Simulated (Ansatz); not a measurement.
Job for Ansatz (a quantum-chemistry and plane-wave program): R-BHLYP/def2-TZVPP on C2H4FIn (SMILES C=[CH][InH][F]). Elements past Kr take the def2 small-core potentials; no spin–orbit coupling.

Ansatz 0.2 input:
```yaml
crystal:
  periodic: [false, false, false]
  atoms:
    - {symbol: C, position_ang: [-1.51778373, 0.40472909, -0.08246880]}
    - {symbol: C, position_ang: [-0.51513109, -0.42784793, 0.18862957]}
    - {symbol: In, position_ang: [1.53626732, 0.05853721, -0.09593467]}
    - {symbol: F, position_ang: [2.64042229, -1.49576885, 0.44703433]}
    - {symbol: H, position_ang: [-1.36387043, 1.40507036, -0.47354770]}
    - {symbol: H, position_ang: [-2.55551593, 0.12241168, 0.07580609]}
    - {symbol: H, position_ang: [-0.73832752, -1.41636836, 0.57828300]}
    - {symbol: H, position_ang: [2.51393910, 1.34923678, -0.63780181]}
basis:
  gaussian:
    orbitals: def2-TZVPP
hamiltonian:
  xc: {name: BHLYP}
scf: {lower_state_search: off}
```

**Question.** Give the final energy of this run.

**Answer.** -368.4908 hartree.
